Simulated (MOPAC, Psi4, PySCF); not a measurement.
Conformational energy of C4H3F3Si, SMILES [Si](F)(F)(F)/C=C\C#C. Scanned: dihedral C3–C4–Si5–F6; all other coordinates were relaxed at GFN2-xTB. Heavy atoms are numbered in the order of the SMILES C#C/C=C\[Si](F)(F)F, hydrogens after them in the order of the atoms that carry them; the mirror image has the same energies with the sign of each dihedral reversed.

RHF/STO-3G = PySCF with restricted Hartree-Fock/STO-3G // GFN2-xTB; PM7, restricted, heats of formation // GFN2-xTB (MOPAC); RKS-B3LYP/6-31G* = restricted B3LYP/6-31G*, spherical d, density fitting // GFN2-xTB (PySCF 2.14.0); MP2/cc-pVTZ = DF-MP2 (frozen core)/cc-pVTZ // GFN2-xTB run with Psi4.

Energies relative to the lowest point of each profile, in kcal/mol; the last columns give the difference from MP2:

| φ / ° | RHF/STO-3G | PM7 | RKS-B3LYP/6-31G* | MP2/cc-pVTZ | RHF/STO-3G − MP2/cc-pVTZ | PM7 − MP2/cc-pVTZ | RKS-B3LYP/6-31G* − MP2/cc-pVTZ |
|---|---|---|---|---|---|---|---|
| 0 | 0.51 | 0.17 | 0.44 | 0.85 | -0.33 | -0.68 | -0.41 |
| 10 | 0.47 | 0.16 | 0.39 | 0.80 | -0.32 | -0.64 | -0.41 |
| 20 | 0.38 | 0.13 | 0.29 | 0.66 | -0.28 | -0.53 | -0.37 |
| 30 | 0.26 | 0.09 | 0.17 | 0.46 | -0.20 | -0.37 | -0.30 |
| 40 | 0.13 | 0.05 | 0.06 | 0.24 | -0.11 | -0.20 | -0.18 |
| 50 | 0.04 | 0.01 | 0.01 | 0.07 | -0.03 | -0.06 | -0.06 |
| 60 | 0.00 | 0.00 | 0.00 | 0.00 | 0.00 | 0.00 | 0.00 |
| 70 | 0.04 | 0.01 | 0.01 | 0.06 | -0.02 | -0.04 | -0.05 |
| 80 | 0.13 | 0.05 | 0.05 | 0.21 | -0.09 | -0.17 | -0.16 |
| 90 | 0.24 | 0.09 | 0.13 | 0.41 | -0.17 | -0.33 | -0.28 |
| 100 | 0.38 | 0.13 | 0.27 | 0.63 | -0.25 | -0.50 | -0.36 |
| 110 | 0.47 | 0.16 | 0.38 | 0.78 | -0.31 | -0.62 | -0.40 |

RHF/STO-3G is furthest from MP2/cc-pVTZ at 0 (-0.33 kcal/mol, below); its mean absolute difference over the points is 0.18 kcal/mol.

PM7 is furthest from MP2/cc-pVTZ at 0 (-0.68 kcal/mol, below); its mean absolute difference over the points is 0.34 kcal/mol.

RKS-B3LYP/6-31G* is furthest from MP2/cc-pVTZ at 0 (-0.41 kcal/mol, below); its mean absolute difference over the points is 0.25 kcal/mol.
